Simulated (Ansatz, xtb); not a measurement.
# Ranking isomers of C4H6GeO3

3 gas-phase structures of C4H6GeO3, from a drawn sample of its isomers (lower ones may exist). Each was relaxed with GFN2-xTB; where two conformers were screened, the lower at r2SCAN-D4/def2-SVP//GFN2-xTB is listed:

A. `C=CC(=O)O[C](=O)[GeH3]`, a singlet
B. `O=CO[C@@H]1[GeH2][CH2]C1=O`, a singlet
C. `O=C1OC=C[C@@H]1[O][GeH3]`, a singlet

Q: Make a reasoned guess at their ranking by r2SCAN-D4/def2-SVP//GFN2-xTB single-point energy.

A: Calculated order at r2SCAN-D4/def2-SVP//GFN2-xTB: C (0.000), A (0.154), B (0.279) eV.

Energies above the lowest of each column, in eV; the last columns are at r2SCAN-D4/def2-SVP geometries:

```csv
structure,GFN2-xTB,HF/STO-3G,r2SCAN-D4/def2-SVP//GFN2-xTB,r2SCAN-D4/def2-SVP,CCSD(T)/def2-SVP + ΔMP2/def2-TZVPP
C,0.000,0.000,0.000,0.000,0.000
A,1.367,0.894,0.154,0.205,0.319
B,1.277,0.570,0.279,0.311,0.377
```

Every level run on C puts it lowest or level with the lowest. Flexible structures stand in one conformer each, not always the lowest. The ΔMP2 step shifts differences by up to 0.211 eV, which makes them less sure. ΔMP2 is the change of the MP2 energy from the smaller to the larger basis.

Programs: Ansatz 0.2.0, xtb 6.7.1.
